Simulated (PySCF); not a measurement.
## Dipole moment and polarisability of `CO[C@H](C#N)CC=O`

Compound: C₅H₇NO₂.
Geometry (GFN2-xTB, Å), atoms numbered from 1 in this order:
```xyz
15
C5H7NO2 angstrom
C     -1.6388   -1.6657   -0.4890
O     -1.2267   -0.3189   -0.4682
C      0.0423   -0.1144    0.1204
C      0.0349   -0.4301    1.5436
N     -0.0131   -0.6731    2.6587
C      0.4301    1.3579   -0.0770
C      1.9071    1.5894    0.0685
O      2.7343    0.7344    0.1985
H     -2.6026   -1.6761   -0.9933
H     -1.7511   -2.0698    0.5227
H     -0.9258   -2.2865   -1.0447
H      0.8028   -0.7581   -0.3606
H      0.1308    1.6589   -1.0854
H     -0.1113    1.9993    0.6221
H      2.1827    2.6607    0.0292
```

Level: PBE0/def2-SVPD (PySCF), static field, nuclei fixed, core orbitals frozen in the response. The polarisability tensor in these axes (au):

```
x   70.12  6.56  2.84
y    6.56 69.97 -2.95
z    2.84 -2.95 68.98
```

Problem. Diagonalise the tensor; give its mean and Δα, where Δα² is half the sum of the squared differences of the eigenvalues.

Solution. Principal values 61.31, 71.17 and 76.60 au; mean 69.69 au = 10.33 Å³ = 11.49 × 10⁻⁴⁰ C²·m²/J; Δα = 13.43 au (19 % of the mean).

Problem. What is the dipole moment, and where does it point?

Solution. (-1.42, 1.40, -3.46) D, 4.00 D in size, pointing from the negative to the positive side. Measured along this direction, the outermost atoms are N5 at the negative end and H13 at the positive end.

Problem. Rayleigh depolarisation ratio (linearly polarised light, static tensor)?

Solution. ρ = 3Δα²/(45ᾱ² + 4Δα²) = 541.1/(218559 + 721.5) = 0.00247.

Problem. Find the Langevin capture rate constant for NO+ (29.998 u) meeting this molecule (113.048 u), k = 2.342 × 10⁻⁹ cm³/s × √(α in Å³ / reduced mass in u).

Solution. The reduced mass is 23.71 u, so k = 1.55 × 10⁻⁹ cm³/s. The formula leaves out the permanent dipole, which adds to the capture rate.

Problem. Form Σ f/ω² (atomic units) for the 6 lowest TDDFT singlets, given as eV and f, and set it beside the mean polarisability, which is this sum over all singlets: 4.42, 0.0002; 6.32, 0.0020; 7.00, 0.0024; 7.12, 0.0027; 7.24, 0.0000; 7.30, 0.0057.

Solution. They add up to 0.20 au, 0.3 % of the 69.69 au; the largest single term is 0.08 au, from the state at 7.30 eV. Terms in order: 0.01, 0.04, 0.04, 0.04, 0.00, 0.08 au. Higher excitations give the rest. The strengths listed sum to 0.013.

Problem. Refractivity n − 1 of an ideal gas of it at 350 K and 1 atm, from the electronic α?

Solution. N = p/kT = 2.0968 × 10¹⁹ cm⁻³, so n − 1 = 2π × N × 10.33 × 10⁻²⁴ cm³ = 1361 × 10⁻⁶ at long wavelengths, for an ideal gas.

Problem. Traceless (Buckingham) quadrupole moment about the centre of nuclear charge: eigenvalues?

Solution. -9.69, -7.63, 17.32 D·Å. The values depend on the origin, since the dipole doesn't vanish. The electronic extent ⟨r²⟩ about the same centre is 1062 bohr², a root-mean-square distance of 2.23 Å for the 60 electrons.

One conformer (not necessarily the lowest) at the GFN2-xTB geometry, without solvent, vibrations or thermal averaging.
